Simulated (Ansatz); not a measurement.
Coupled-cluster diagnostics for Ge₄H₆, Ansatz.

Geometry of the singlet (PBE-D4/def2-SVP):

Cartesian coordinates in Å:
```
Ge 0.566 -1.666 -1.798
Ge -1.201 0.294 2.190
Ge 0.944 1.824 1.445
Ge 0.035 -0.074 -0.033
H -1.004 -1.737 -2.103
H 1.794 0.520 0.817
H -1.980 0.306 0.734
H 0.497 2.073 -0.124
H 0.867 -0.410 -2.742
H -0.517 -1.130 1.613
```

Correlated methods freeze 36 core orbitals; core or outer-core shells of Ge are correlated, in sets that lack core-valence functions. Another isomer (singlet) lies 2.12 eV lower at PBE0-D4/def2-TZVP; other spin states weren't run for this one.

(1) Estimate the CCSD(T) correlation energy, the shares of MP2 and (T), T1 and the reference's ⟨S²⟩ for: charge 0, singlet, own geometry in def2-SVP; and the rough time on 4 threads of Intel Xeon Platinum 8223CL on a shared host.

Results:

(1) 
```csv
state,basis,correlation (eV),MP2 share (%),(T) share (%),T1,⟨S²⟩ (pure),wall time
"charge 0, singlet, own geometry",def2-SVP,-26.861,94.9,3.9,0.015,0.00 (0.00),31 s
```
Customary marks for T1 are 0.02 (closed shells), 0.045 (open shells) and about 0.05 (3d metals). T1 stays under 0.02 throughout.
